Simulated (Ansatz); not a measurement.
```yaml
crystal:
  periodic: [false, false, false]
  atoms:
    - {symbol: Ag, position_ang: [-1.804663, -1.751643, -0.245750]}
    - {symbol: Ag, position_ang: [-0.371877, 2.552332, -0.090799]}
    - {symbol: Ag, position_ang: [2.098367, 1.396611, 0.192260]}
    - {symbol: Ag, position_ang: [-2.394439, 0.819342, 0.498953]}
    - {symbol: Cu, position_ang: [-0.037937, 0.047916, 0.003817]}
    - {symbol: Cu, position_ang: [0.557202, -2.181087, 0.486232]}
    - {symbol: Cu, position_ang: [1.953357, -0.883471, -0.844712]}
basis:
  gaussian: {orbitals: def2-TZVP, initial_orbitals: start.molden}
total_charge: 1
hamiltonian: {xc: {name: wB97X-V}}
scf: {omitted_lower_state_checks: [starts]}
output: {orbitals: {seedname: orbitals}}
```

The file start.molden holds the orbitals of an earlier run on this structure, at another level or in another basis.

```sh
$ ansatz run in.yaml --threads 4 --pin off --events-out ev --progress --plain --max-ram 4787MiB
```

Problem. Does this run fit into the memory that it is given?

Solution. No. It has 295 basis functions, and Ansatz plans for 5.27 GiB where 4.67 GiB are given.
